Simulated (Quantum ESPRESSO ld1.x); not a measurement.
The potassium ion K2+, 17 electrons, occupied as [Ne] 3s2 3p4.5 4f0.5 (fractional occupations, a model configuration). Calculated with ld1.x of Quantum ESPRESSO 7.5: scalar-relativistic Kohn-Sham, exchange-only LDA, spin-polarised, spherical densities, point nucleus; open shells are filled with parallel spins first. Some entries of the table are withheld. Estimate them.

orbital,occ.,eigenvalue (hartree),<r^2> (bohr^2),<r> (bohr)
1s up,1,-130.106,0.008879,0.08125
1s down,1,-130.089,0.008877,0.08124
2s up,1,-13.9891,0.1794,0.3889
2s down,1,-13.9702,0.1790,0.3887
2p up,3,-11.3403,0.1528,0.3510
2p down,3,-11.3173,0.1525,0.3507
3s up,1,-2.24688,1.710,1.219
3s down,1,-2.16198,1.727,1.225
3p up,3,-1.61601,2.050,1.324
3p down,1.5,-1.53485,2.090,1.335
3d up,0,-0.71540,3.550,1.696
3d down,0,-0.64746,3.747,1.741
4s up,0,-0.58810,12.24,3.289
4s down,0,-0.54171,11.84,3.238
4p up,0,(1),(2),3.868
4p down,0,(3),(4),3.775
4f up,0.5,-0.19427,48.10,6.573
4f down,0,-0.13983,61.79,7.358
5f up,0,-0.10931,150.5,11.46
5f down,0,-0.08806,220.5,13.86

Answer. 
(1) 4p up eigenvalue (hartree): -0.45295
(2) 4p up <r^2> (bohr^2): 16.97
(3) 4p down eigenvalue (hartree): -0.40108
(4) 4p down <r^2> (bohr^2): 16.19
